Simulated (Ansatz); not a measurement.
Several solutions for quintet CrO

| atom | x (Å) | y (Å) | z (Å) |
| --- | --- | --- | --- |
| Cr | 0.0000 | 0.0000 | 0.0000 |
| O | 0.0000 | 0.0000 | 3.7260 |

Basis set: def2-SVP (spherical functions). Charge 0, multiplicity 5.

PBE0 (unrestricted) was run from several starts with Ansatz (development build ahead of 0.2.0).

```
run  program                        start  converged  energy (hartree)  <S²>
  A   Ansatz  search for the lowest state        yes       -1119.01406  7.81
  B   Ansatz      stability test followed        yes       -1118.92068  7.69
  C   Ansatz      atomic start, no search        yes       -1118.92068  7.69
```

(1) Which runs reached the lowest solution of this kind, and what is wrong with the others?

Results:

(1) A reached the lowest solution found. Converged but too high: B by 2.54 eV, C by 2.54 eV. Convergence only shows a stationary point, and even a stable one can lie too high; stability tests and further starts are what find lower ones. Caution: charge can spread falsely over distant fragments. Caution: the unrestricted determinant is a mixture of spin states.
